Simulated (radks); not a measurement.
Effect of the nuclear size on the zirconium ion Zr2+, [Kr] 4d2. All-electron calculation, Dirac Kohn-Sham, relativistic LDA (MacDonald-Vosko exchange, VWN5 correlation), spin-unpolarised, spherical densities, finite nucleus; open shells are shared between the two j in proportion to 2j + 1; Fermi nuclear charge, rms radius 4.2694 fm. Program: a radial shooting solver on a logarithmic mesh with Libxc functionals. The rms radius is varied about that value; shifts are against it.

[
 {"rms radius (fm)": "3.6802", "total energy shift (eV)": "-0.278", "density at nucleus (e/bohr^3)": "7.504e+04", "1s1/2 shift (meV)": "-117", "2s1/2 shift (meV)": "-12.3", "4s1/2 shift (meV)": "-0.329", "5s1/2 (empty) shift (meV)": "-0.051"},
 {"rms radius (fm)": "3.8852", "total energy shift (eV)": "-0.186", "density at nucleus (e/bohr^3)": "7.464e+04", "1s1/2 shift (meV)": "-78.2", "2s1/2 shift (meV)": "-8.24", "4s1/2 shift (meV)": "-0.219", "5s1/2 (empty) shift (meV)": "-0.034"},
 {"rms radius (fm)": "4.2694", "total energy shift (eV)": "0", "density at nucleus (e/bohr^3)": "7.395e+04", "1s1/2 shift (meV)": "0.000", "2s1/2 shift (meV)": "0.000", "4s1/2 shift (meV)": "0.000", "5s1/2 (empty) shift (meV)": "0.000"},
 {"rms radius (fm)": "4.4914", "total energy shift (eV)": "0.115", "density at nucleus (e/bohr^3)": "7.358e+04", "1s1/2 shift (meV)": "48.2", "2s1/2 shift (meV)": "5.08", "4s1/2 shift (meV)": "0.135", "5s1/2 (empty) shift (meV)": "0.021"},
 {"rms radius (fm)": "4.9312", "total energy shift (eV)": "0.357", "density at nucleus (e/bohr^3)": "7.291e+04", "1s1/2 shift (meV)": "150", "2s1/2 shift (meV)": "15.8", "4s1/2 shift (meV)": "0.421", "5s1/2 (empty) shift (meV)": "0.066"}
]

Slopes of the eigenvalues against <r^2> in GHz/fm^2, as finite differences over the two radii next to the reference (eigenvalue slopes, not the field-shift constants of lines): 1s1/2 6020, 2s1/2 634, 4s1/2 16.9, 5s1/2 (empty) 2.64.
